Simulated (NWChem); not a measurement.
System: Si2H5Cl; SMILES Cl[SiH2][SiH3]

The following NWChem deck was run.

```
start job
memory heap 200 mb stack 900 mb global 1100 mb
geometry units angstroms noautoz
  Si     0.368011    -1.843559     0.001694
  Si    -0.831481     0.169716     0.002645
  Cl     0.545463     1.729074    -0.003552
  H     -0.578184    -3.002152     0.006008
  H      1.224549    -1.910718    -1.220046
  H      1.231804    -1.907568     1.218483
  H     -1.686627     0.303445     1.218344
  H     -1.693913     0.300228    -1.208256
end
basis spherical
  * library 6-311g**
end
dft
  xc pbe0
  iterations 150
  mulliken
end
task dft energy
```

Parts of the log:

```
             Northwest Computational Chemistry Package (NWChem) 7.3.0
             --------------------------------------------------------

 CS  symmetry detected

                             Geometry "geometry" -> ""
                             -------------------------

 Output coordinates in angstroms (scale by  1.889725989 to convert to a.u.)

  No.       Tag          Charge          X              Y              Z
 ---- ---------------- ---------- -------------- -------------- --------------
    1 Si                  14.0000     0.40224488    -1.82626812     0.00000000
    2 Si                  14.0000    -0.86237707     0.14674721     0.00000000
    3 Cl                  17.0000     0.46290080     1.75025871     0.00000000
    4 H                    1.0000    -0.50560302    -3.01515562     0.00000000
    5 H                    1.0000     1.26409739    -1.86371588    -1.21927091
    6 H                    1.0000     1.26409739    -1.86371588     1.21927091
    7 H                    1.0000    -1.72502731     0.25074098     1.21330654
    8 H                    1.0000    -1.72502731     0.25074098    -1.21330654

 Effective nuclear repulsion energy (a.u.)     190.7468978177

      Symmetry information
      --------------------

 Group name             Cs
 Group number              2
 Group order               2
 No. of unique centers     6

                                 NWChem DFT Module
                                 -----------------

 Summary of "ao basis" -> "ao basis" (spherical)
 ------------------------------------------------------------------------------
       Tag                 Description            Shells   Functions and Types
 ---------------- ------------------------------  ------  ---------------------
 Si                         6-311g**                12       26   6s5p1d
 Cl                         6-311g**                12       26   6s5p1d
 H                          6-311g**                 4        6   3s1p

      Symmetry analysis of basis
      --------------------------

        a'         74
        a"         34

            General Information
            -------------------
          SCF calculation type: DFT
          Wavefunction type:  closed shell.
          No. of atoms     :     8
          No. of electrons :    50
           Alpha electrons :    25
            Beta electrons :    25
          Charge           :     0
          Spin multiplicity:     1
          Use of symmetry is: on ; symmetry adaption is: on
          Maximum number of iterations: 150
          AO basis - number of functions:   108
                     number of shells:    56
          Convergence on energy requested:  1.00D-06
          Convergence on density requested:  1.00D-05
          Convergence on gradient requested:  5.00D-04

              XC Information
              --------------
                         PBE0 Method XC Functional
                     Hartree-Fock (Exact) Exchange  0.250
          PerdewBurkeErnzerhof Exchange Functional  0.750
            Perdew 1991 LDA Correlation Functional  1.000 local
           PerdewBurkeErnz. Correlation Functional  1.000 non-local

             Grid Information
             ----------------
          Grid used for XC integration:  medium
          Radial quadrature: Mura-Knowles
          Angular quadrature: Lebedev.
          Tag              B.-S. Rad. Rad. Pts. Rad. Cut. Ang. Pts.
          ---              ---------- --------- --------- ---------
          Si                  1.10       88          11.0       590
          Cl                  1.00       88          12.0       590
          H                   0.35       45          12.0       434
          Grid pruning is: on
          Number of quadrature shells:   399
          Spatial weights used:  Erf1

      Superposition of Atomic Density Guess
      -------------------------------------

 Sum of atomic energies:       -1039.64909449

      Non-variational initial energy
      ------------------------------

 Total energy =   -1040.427113
 1-e energy   =   -1818.493460
 2-e energy   =     587.319450
 HOMO         =      -0.312863
 LUMO         =       0.021747

      Symmetry analysis of molecular orbitals - initial
      -------------------------------------------------

  Numbering of irreducible representations:

     1 a'          2 a"

  Orbital symmetries:

     1 a'          2 a'          3 a'          4 a'          5 a'
     6 a'          7 a"          8 a'          9 a'         10 a"
    11 a'         12 a"         13 a'         14 a'         15 a'
    16 a'         17 a'         18 a'         19 a'         20 a"
    21 a'         22 a"         23 a'         24 a"         25 a'
    26 a'         27 a'         28 a"         29 a'         30 a'
    31 a'         32 a"         33 a'         34 a"         35 a'

     ---------------------------------------------
      Total Density - Mulliken Population Analysis
     ---------------------------------------------

    Atom       Charge   Shell Charges
 -----------   ------   -------------------------------------------------------
    1 Si  14    13.73   0.79  1.18  0.97  1.02  0.82  0.56  1.95  3.94  0.55  1.48  0.39  0.07
    2 Si  14    13.39   0.79  1.18  0.97  1.02  0.80  0.54  1.95  3.95  0.49  1.33  0.26  0.11
    3 Cl  17    17.45   0.78  1.19  0.91  1.08  1.00  1.01  7.41 -1.50  1.04  3.23  1.30  0.01
    4 H    1     1.08   0.22  0.56  0.29  0.01
    5 H    1     1.09   0.22  0.56  0.29  0.01
    6 H    1     1.09   0.22  0.56  0.29  0.01
    7 H    1     1.09   0.23  0.57  0.29  0.01
    8 H    1     1.09   0.23  0.57  0.29  0.01

[...]
```

Level: PBE0/6-311G** (spherical d). All runs use the structure optimised with PBE0/def2-SVP.
